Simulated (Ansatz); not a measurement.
Sn9H16, a cluster cut from cubic tin, relaxed as a singlet with RKS PBE-D4/def2-SVP in Ansatz, starting from a model built from a lattice or polyhedron. Force threshold 0.03 eV/Å.

In the def2 sets Sn takes a core potential; there is no spin–orbit coupling.

Start:

```xyz
25

Sn   -1.4323    0.7610   -2.8089
Sn   -0.4195   -3.1547   -0.6410
Sn    2.7810    0.0894   -1.1001
Sn   -0.0450    3.1532    0.8457
Sn    0.9567   -0.7784    3.0094
Sn    0.5600   -1.1581   -2.3341
Sn   -2.2336    1.9074   -0.3968
Sn   -1.2419   -2.0014    1.8059
Sn    1.9865    1.2382    1.2867
H    -2.7725    0.0032   -3.5750
H    -0.8492    1.9839   -3.8616
H    -1.8147   -3.9106   -1.3784
H     0.7798   -4.3206   -0.3746
H     3.3801    1.3075   -2.1585
H     3.9902   -1.0827   -0.8221
H     0.5759    4.3651   -0.1929
H    -0.5407    3.8488    2.3480
H     2.1873   -1.9524    3.3184
H     0.4344   -0.0535    4.5007
H     1.0577   -1.8556   -3.8448
H    -3.4678    3.0614   -0.6859
H    -2.8460    0.6719    0.6399
H    -1.8734   -3.2657    2.8264
H    -2.4754   -0.8498    1.5060
H     3.3223    1.9927    2.0877
```

**Question.** Estimate the energy that the relaxation releases and the steps that it takes.

**Answer.** 3.1 kcal/mol, in 8 steps; 55 s on 2 threads of AMD EPYC 7R13 on a shared host and a share (18 GiB) of an NVIDIA H100 80GB HBM3. The force fell under the threshold at step 7, but the optimiser went on. No frequencies were taken in this run, so the end may be a saddle point.

**Question.** Does the start keep its bonding and symmetry?

**Answer.** By distances, no bond broke or formed. The bond that changes most is Sn3–Sn9, from 2.77 to 2.82 Å (atoms count from 1). A close non-bonded pair moves further: H22–H24, from 1.79 to 2.45 Å. Point group Cs at the start, C2v at the end, both within 0.05 Å.

**Question.** Predict the relaxed structure.

**Answer.** 
```xyz
25

Sn   -1.4574    0.7733   -2.8466
Sn   -0.4479   -3.1956   -0.6470
Sn    2.7372    0.0848   -1.0997
Sn   -0.0465    3.1815    0.8431
Sn    0.9622   -0.7879    3.0469
Sn    0.5262   -1.1571   -2.3279
Sn   -2.2632    2.0884   -0.4964
Sn   -1.1715   -2.1976    1.8797
Sn    1.9268    1.2349    1.3411
H    -2.8195    0.0363   -3.6325
H    -0.8157    1.9529   -3.9482
H    -1.7974   -3.9940   -1.3944
H     0.7955   -4.3894   -0.4351
H     3.3916    1.3065   -2.1470
H     3.9948   -1.0807   -0.8217
H     0.6389    4.4322   -0.1483
H    -0.5409    3.9271    2.3318
H     2.2520   -1.9047    3.3732
H     0.4804   -0.1067    4.5704
H     1.0239   -1.8685   -3.8393
H    -3.4094    3.3381   -0.8747
H    -3.0598    0.9557    0.5478
H    -1.6639   -3.5014    2.9176
H    -2.5294   -1.1331    1.7053
H     3.2932    2.0048    2.1018
```
Bond lengths (bridged metal pairs left out): 10 × Sn–Sn 2.81 to 2.82 Å; 16 × H–Sn 1.73 to 1.74 Å.
